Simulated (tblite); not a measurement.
A geometry optimisation, step by step.

Species: C2H12OP2Si2.
Atom-mapped SMILES: `[PH2:1][SiH2:2][CH2:3][CH2:4][O:5][SiH2:6][PH2:7]` (hydrogens: H8, H9 on P1; H10, H11 on Si2; H12, H13 on C3; H14, H15 on C4; H16, H17 on Si6; H18, H19 on P7)

Computed with GFN2-xTB (tblite), gas phase: L-BFGS steps from a force-field or distance-geometry start until the largest atomic force falls under 0.01 eV/Å. 10 of its 194 geometries are shown.

Step 0: E = -623.8043 eV, largest atomic force 2.463 eV/Å
```
atom  x, y, z in Å  |  force x, y, z in eV/Å
P1      3.494    1.004    0.396   -0.384   1.124   0.459
Si2     2.218   -0.704   -0.260    1.734  -1.089   1.118
C3      0.892    0.029   -1.282   -1.024   0.644  -2.145
C4     -0.466    0.113   -0.616    0.177   0.394  -0.402
O5     -0.958   -1.137   -0.224   -1.696   0.396   0.653
Si6    -2.478   -0.890    0.510    1.310  -1.256   0.749
P7     -3.583    0.837   -0.207   -1.703   0.102  -0.702
H8      4.140    0.615    1.639    0.126  -0.098  -1.526
H9      4.439    1.246   -0.667   -0.143  -0.793   1.129
H10     3.018   -1.687   -1.028   -0.197   0.039   0.036
H11     1.678   -1.373    0.929    0.074   0.080  -0.041
H12     0.718   -0.612   -2.182    0.253   0.376   0.523
H13     1.186    1.034   -1.697   -0.385  -0.763   0.509
H14    -0.455    0.767    0.279    0.140   0.095  -0.570
H15    -1.175    0.484   -1.390    0.316   0.358   0.426
H16    -3.229   -2.159    0.389    0.286   0.403  -0.373
H17    -2.222   -0.731    1.958    0.057   0.124  -0.151
H18    -4.170    1.652    0.819    1.155  -0.295  -0.997
H19    -3.057    1.520   -1.327   -0.095   0.159   1.306
```

Step 21: E = -625.7150 eV, largest atomic force 0.202 eV/Å
```
atom  x, y, z in Å  |  force x, y, z in eV/Å
P1      3.338    1.129    0.474    0.052   0.035   0.051
Si2     2.221   -0.701   -0.187    0.042  -0.074   0.043
C3      0.882   -0.033   -1.367   -0.027   0.008  -0.122
C4     -0.441    0.295   -0.693    0.106   0.062  -0.057
O5     -1.110   -0.860   -0.264    0.055   0.084   0.054
Si6    -2.521   -0.901    0.547   -0.016   0.159  -0.111
P7     -3.965    0.622   -0.280   -0.079   0.020  -0.047
H8      4.140    0.465    1.382   -0.007  -0.007   0.050
H9      4.308    1.035   -0.507   -0.010   0.051  -0.045
H10     3.086   -1.634   -0.923   -0.030  -0.035  -0.007
H11     1.709   -1.372    1.006   -0.091  -0.022  -0.001
H12     0.691   -0.731   -2.182   -0.015  -0.033   0.050
H13     1.251    0.893   -1.818   -0.042  -0.051  -0.013
H14    -0.270    0.974    0.152    0.019  -0.048   0.046
H15    -1.078    0.830   -1.414   -0.044  -0.036   0.012
H16    -3.016   -2.236    0.278    0.084  -0.091  -0.036
H17    -2.327   -0.578    1.957    0.107  -0.057   0.161
H18    -3.929    1.477    0.809   -0.003  -0.035  -0.021
H19    -2.976    1.336   -0.934   -0.101   0.071  -0.006
```

Step 43: E = -625.7850 eV, largest atomic force 0.051 eV/Å
```
atom  x, y, z in Å  |  force x, y, z in eV/Å
P1      3.283    1.080    0.561   -0.014   0.011   0.004
Si2     2.182   -0.733   -0.181   -0.007   0.014  -0.026
C3      0.907   -0.063   -1.436   -0.002  -0.008   0.005
C4     -0.342    0.415   -0.714   -0.005   0.009   0.009
O5     -1.023   -0.697   -0.210   -0.003   0.003  -0.008
Si6    -2.444   -0.844    0.553    0.002  -0.001   0.014
P7     -4.047    0.533   -0.244    0.002  -0.013  -0.015
H8      4.147    0.385    1.388   -0.010  -0.019  -0.004
H9      4.205    1.111   -0.471   -0.018   0.003   0.005
H10     3.041   -1.718   -0.851    0.017  -0.023  -0.015
H11     1.531   -1.364    0.968   -0.003  -0.010  -0.001
H12     0.608   -0.840   -2.137    0.016  -0.013  -0.020
H13     1.318    0.763   -2.018    0.014   0.006   0.026
H14    -0.069    1.093    0.105   -0.004   0.019   0.020
H15    -1.004    0.967   -1.397   -0.009  -0.014  -0.023
H16    -2.790   -2.216    0.206    0.027   0.023   0.037
H17    -2.261   -0.610    1.991   -0.006   0.002  -0.013
H18    -4.075    1.379    0.849   -0.019  -0.007   0.018
H19    -3.178    1.368   -0.923    0.022   0.017  -0.012
```

Step 64: E = -625.8246 eV, largest atomic force 0.212 eV/Å
```
atom  x, y, z in Å  |  force x, y, z in eV/Å
P1      3.079    0.911    0.772   -0.034  -0.009  -0.004
Si2     2.104   -0.853   -0.227    0.028  -0.101  -0.019
C3      0.951   -0.053   -1.524    0.000   0.048   0.129
C4     -0.294    0.451   -0.814   -0.007   0.051  -0.007
O5     -0.903   -0.619   -0.150   -0.054   0.024  -0.064
Si6    -2.300   -0.707    0.666    0.021   0.040   0.017
P7     -3.930    0.439   -0.402    0.043  -0.194  -0.075
H8      4.111    0.210    1.361   -0.008  -0.067   0.044
H9      3.872    1.251   -0.309   -0.004   0.025  -0.046
H10     3.016   -1.760   -0.936    0.096   0.011  -0.055
H11     1.437   -1.652    0.802   -0.035   0.067  -0.014
H12     0.660   -0.741   -2.317    0.022  -0.050   0.116
H13     1.462    0.789   -1.993   -0.078   0.048  -0.050
H14    -0.028    1.227   -0.085    0.092   0.014   0.038
H15    -1.005    0.902   -1.520   -0.048  -0.048  -0.073
H16    -2.495   -2.146    0.615   -0.097  -0.023  -0.017
H17    -2.132   -0.220    2.040    0.023   0.057   0.008
H18    -4.482    1.044    0.706   -0.047  -0.046   0.123
H19    -3.134    1.535   -0.646    0.087   0.154  -0.052
```

Step 86: E = -625.9027 eV, largest atomic force 0.092 eV/Å
```
atom  x, y, z in Å  |  force x, y, z in eV/Å
P1      2.911    0.671    1.024   -0.060  -0.039   0.051
Si2     2.086   -0.934   -0.313   -0.018  -0.032   0.003
C3      0.980   -0.082   -1.614   -0.032  -0.039   0.039
C4     -0.218    0.507   -0.896   -0.038  -0.015   0.028
O5     -0.765   -0.496   -0.081    0.007   0.020   0.002
Si6    -2.145   -0.474    0.768    0.076   0.052   0.005
P7     -3.728    0.437   -0.537   -0.046   0.067   0.042
H8      4.057   -0.044    1.315    0.015   0.037   0.053
H9      3.541    1.379    0.016    0.023   0.012  -0.049
H10     3.153   -1.645   -1.030    0.041  -0.030  -0.072
H11     1.360   -1.893    0.518    0.061   0.003  -0.012
H12     0.624   -0.814   -2.334    0.025  -0.060  -0.051
H13     1.513    0.692   -2.163   -0.038   0.039   0.002
H14     0.100    1.350   -0.266   -0.027  -0.005  -0.032
H15    -0.986    0.867   -1.600    0.051  -0.005   0.067
H16    -2.392   -1.889    1.006    0.029   0.009  -0.056
H17    -1.931    0.266    2.018   -0.053   0.028   0.023
H18    -4.732    0.360    0.409   -0.002  -0.010  -0.027
H19    -3.436    1.751   -0.201   -0.014  -0.032  -0.016
```

Step 107: E = -625.9370 eV, largest atomic force 0.072 eV/Å
```
atom  x, y, z in Å  |  force x, y, z in eV/Å
P1      2.793    0.570    1.083   -0.018   0.009   0.028
Si2     2.159   -0.987   -0.402    0.018  -0.023  -0.017
C3      0.971   -0.162   -1.646   -0.004   0.008  -0.030
C4     -0.153    0.523   -0.896    0.006  -0.008  -0.003
O5     -0.693   -0.388    0.022   -0.036   0.034  -0.004
Si6    -2.108   -0.318    0.806   -0.027   0.001   0.010
P7     -3.702    0.527   -0.547    0.047  -0.051   0.019
H8      3.970   -0.068    1.433   -0.028   0.011  -0.004
H9      3.440    1.385    0.167    0.006  -0.010  -0.018
H10     3.277   -1.538   -1.190   -0.013   0.012   0.020
H11     1.524   -2.073    0.343    0.007  -0.016  -0.001
H12     0.553   -0.924   -2.301   -0.012  -0.009  -0.009
H13     1.482    0.566   -2.274    0.006   0.013  -0.014
H14     0.236    1.395   -0.352    0.001  -0.018   0.013
H15    -0.943    0.871   -1.579   -0.009   0.011   0.027
H16    -2.343   -1.729    1.084    0.009   0.014  -0.002
H17    -1.985    0.495    2.022    0.010  -0.002   0.015
H18    -4.757    0.084    0.228    0.029   0.004  -0.022
H19    -3.732    1.782    0.037    0.008   0.019  -0.008
```

Step 129: E = -625.9485 eV, largest atomic force 0.044 eV/Å
```
atom  x, y, z in Å  |  force x, y, z in eV/Å
P1      2.646    0.549    1.073    0.012   0.012  -0.017
Si2     2.141   -1.015   -0.453   -0.003   0.043   0.011
C3      0.933   -0.182   -1.675   -0.005  -0.002   0.015
C4     -0.123    0.547   -0.870   -0.006  -0.005   0.024
O5     -0.630   -0.340    0.089    0.006  -0.007  -0.011
Si6    -2.051   -0.273    0.861    0.013   0.001   0.014
P7     -3.599    0.510   -0.575   -0.012   0.005   0.011
H8      3.801   -0.070    1.518   -0.001  -0.011  -0.004
H9      3.354    1.341    0.178   -0.007   0.009   0.041
H10     3.313   -1.457   -1.227    0.003  -0.024  -0.013
H11     1.560   -2.164    0.236   -0.014  -0.022  -0.002
H12     0.455   -0.938   -2.294   -0.009  -0.012  -0.015
H13     1.438    0.517   -2.338    0.006   0.020  -0.018
H14     0.326    1.405   -0.348    0.001   0.002  -0.040
H15    -0.944    0.920   -1.501    0.009   0.001   0.001
H16    -2.264   -1.678    1.181   -0.010  -0.007   0.003
H17    -1.947    0.577    2.051   -0.019   0.008   0.017
H18    -4.686    0.007    0.113    0.022  -0.008   0.003
H19    -3.734    1.754    0.021    0.013  -0.005  -0.020
```

Step 150: E = -625.9571 eV, largest atomic force 0.046 eV/Å
```
atom  x, y, z in Å  |  force x, y, z in eV/Å
P1      2.526    0.461    1.128    0.007   0.010   0.032
Si2     2.071   -1.030   -0.481   -0.015  -0.022  -0.006
C3      0.896   -0.167   -1.717    0.000   0.008   0.005
C4     -0.099    0.623   -0.892   -0.013   0.009   0.005
O5     -0.519   -0.198    0.163    0.024   0.009   0.026
Si6    -1.953   -0.247    0.913   -0.013  -0.020  -0.016
P7     -3.515    0.372   -0.582   -0.031  -0.005   0.007
H8      3.700   -0.139    1.549   -0.012  -0.021  -0.013
H9      3.217    1.341    0.308    0.008   0.005  -0.019
H10     3.252   -1.484   -1.237   -0.007   0.017   0.005
H11     1.449   -2.192    0.155    0.018   0.007  -0.020
H12     0.367   -0.914   -2.305    0.007  -0.010  -0.003
H13     1.412    0.494   -2.410    0.025   0.000  -0.005
H14     0.387    1.515   -0.471   -0.009  -0.005   0.011
H15    -0.967    0.955   -1.481   -0.010  -0.018  -0.008
H16    -2.072   -1.657    1.260   -0.009  -0.007  -0.011
H17    -1.954    0.621    2.093    0.012   0.037   0.025
H18    -4.593   -0.026    0.184    0.021   0.001  -0.003
H19    -3.614    1.682   -0.141   -0.005   0.003  -0.015
```

Step 172: E = -625.9601 eV, largest atomic force 0.017 eV/Å
```
atom  x, y, z in Å  |  force x, y, z in eV/Å
P1      2.520    0.432    1.153   -0.014   0.002  -0.006
Si2     2.066   -1.025   -0.487   -0.003   0.002   0.006
C3      0.892   -0.155   -1.717    0.003   0.004   0.003
C4     -0.115    0.627   -0.898   -0.003  -0.006   0.008
O5     -0.503   -0.174    0.184   -0.004  -0.012   0.005
Si6    -1.940   -0.231    0.932   -0.002   0.003  -0.001
P7     -3.510    0.328   -0.579   -0.001  -0.004  -0.003
H8      3.689   -0.191    1.552    0.006  -0.005   0.004
H9      3.215    1.319    0.342    0.005  -0.002   0.006
H10     3.263   -1.443   -1.240   -0.013   0.005  -0.008
H11     1.452   -2.214    0.104    0.008   0.000   0.008
H12     0.375   -0.902   -2.315    0.000   0.000  -0.002
H13     1.415    0.511   -2.401    0.005   0.008  -0.014
H14     0.348    1.542   -0.503    0.003  -0.006  -0.008
H15    -0.999    0.915   -1.487    0.011   0.010  -0.004
H16    -2.051   -1.636    1.301   -0.001  -0.001   0.004
H17    -1.948    0.668    2.092    0.004   0.002  -0.003
H18    -4.582   -0.021    0.217   -0.002  -0.001   0.008
H19    -3.596    1.660   -0.211   -0.002   0.000  -0.004
```

Step 193: E = -625.9619 eV, largest atomic force 0.008 eV/Å
```
atom  x, y, z in Å  |  force x, y, z in eV/Å
P1      2.508    0.422    1.157    0.000  -0.003   0.003
Si2     2.080   -1.012   -0.510   -0.003  -0.003  -0.003
C3      0.890   -0.144   -1.727   -0.001   0.003   0.006
C4     -0.122    0.619   -0.898   -0.002   0.003   0.004
O5     -0.518   -0.205    0.165    0.000   0.006  -0.005
Si6    -1.942   -0.214    0.940    0.001  -0.005  -0.002
P7     -3.539    0.265   -0.571    0.000   0.003   0.002
H8      3.637   -0.245    1.601   -0.005   0.001   0.000
H9      3.270    1.292    0.390    0.001  -0.001  -0.004
H10     3.280   -1.393   -1.277   -0.003  -0.002   0.003
H11     1.493   -2.221    0.067    0.001   0.004  -0.001
H12     0.378   -0.891   -2.329    0.006   0.000  -0.002
H13     1.403    0.533   -2.408   -0.003   0.002   0.000
H14     0.339    1.526   -0.482   -0.001  -0.003  -0.002
H15    -1.002    0.921   -1.486    0.005  -0.003  -0.003
H16    -2.035   -1.600    1.377    0.001   0.000   0.003
H17    -1.936    0.742    2.054    0.002   0.001  -0.002
H18    -4.596   -0.009    0.273    0.005  -0.001   0.000
H19    -3.597    1.622   -0.297   -0.004  -0.002   0.001
```

Question: Summarise the path.

Answer: The energy falls by 2.1576 eV from step 0 to step 193; nine tenths of that is first reached at step 26. It rises by more than 0.2 meV at step 63. The largest force goes from 2.463 to 0.008 eV/Å. Among the bonds O5–Si6 changes most, from 1.706 to 1.621 Å; the atoms move by 1.103 Å rms after alignment.

Question: Follow the three bonds and two angles with the largest change from start to end.

Answer: 
```tsv
step	E above end (eV)	largest force (eV/Å)	O5–Si6 (Å)	Si2–C3 (Å)	Si6–P7 (Å)	H18–P7–H19 (°)	Si6–P7–H19 (°)
0	2.1576	2.463	1.706	1.827	2.172	116.4	117.2
8	0.4337	0.408	1.642	1.900	2.268	88.5	104.3
17	0.2760	0.236	1.632	1.920	2.257	92.4	93.6
25	0.2228	0.255	1.626	1.911	2.258	90.7	94.6
34	0.1883	0.097	1.619	1.908	2.259	91.9	95.8
42	0.1772	0.061	1.620	1.911	2.257	91.8	95.6
50	0.1737	0.084	1.620	1.910	2.253	92.3	95.5
59	0.1600	0.097	1.619	1.911	2.257	91.4	96.0
67	0.1271	0.203	1.620	1.909	2.257	92.3	93.6
76	0.0927	0.133	1.620	1.906	2.251	92.2	94.2
84	0.0638	0.117	1.619	1.907	2.251	92.4	95.2
92	0.0461	0.094	1.619	1.912	2.248	93.4	96.3
101	0.0305	0.118	1.619	1.910	2.246	92.3	96.4
109	0.0241	0.068	1.619	1.909	2.251	92.1	95.9
117	0.0192	0.040	1.619	1.909	2.251	92.3	96.7
126	0.0144	0.039	1.619	1.910	2.253	92.2	96.5
134	0.0115	0.036	1.620	1.908	2.252	92.3	95.7
143	0.0079	0.050	1.620	1.910	2.252	92.5	95.8
151	0.0045	0.034	1.619	1.911	2.250	92.3	95.7
159	0.0026	0.019	1.620	1.910	2.249	92.5	96.0
168	0.0020	0.025	1.620	1.910	2.249	92.4	96.0
176	0.0014	0.026	1.621	1.911	2.249	92.4	95.8
185	0.0003	0.017	1.621	1.910	2.250	92.4	96.0
193	0.0000	0.008	1.621	1.910	2.250	92.4	96.1
```

The cost below is that of the whole relaxation. Hardware: an Arm Neoverse N1 with one thread, no GPU, shared host with 64 logical CPUs at a one-minute load of 60. Cost: 3.3 s wall.
